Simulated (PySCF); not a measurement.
I²⁺: excitation energy

I²⁺ [Kr] 4d10 5s2 5p3 (4S) → I²⁺ [Kr] 4d10 5s1 5p3 6s1 (6S), as a difference of total energies. Calculation: PySCF 2.14, in x2c-QZVPPall with one added diffuse shell each of s, p, d, f type (14s10p8d5f1g, 128 functions); the spin-free X2C one-electron Hamiltonian (Gaussian nucleus). Correlated levels: valence: [Kr] 4d10 frozen; valence and next inner shell: [Ar] 3d10 frozen. The calculations carry no spin-orbit coupling.

| method | excitation energy (eV) |
| --- | --- |
| UHF | 21.603 |
| LDA | 24.243 |
| PBE | 23.907 |
| PBE0 | 23.658 |
| r2SCAN | 23.594 |
| MP2 (valence) | 22.744 |
| SCS-MP2 (valence) | 23.240 |
| MP2 (valence and next inner shell) | 23.787 |
| SCS-MP2 (valence and next inner shell) | 24.057 |

Question: How much does correlation contribute at MP2 (valence and next inner shell)?

Answer: 23.787 − (21.603) = 2.184 eV, measured against UHF.

The promoted electron is Rydberg-like, and one or two diffuse shells describe it only roughly, which tends to raise the upper state.
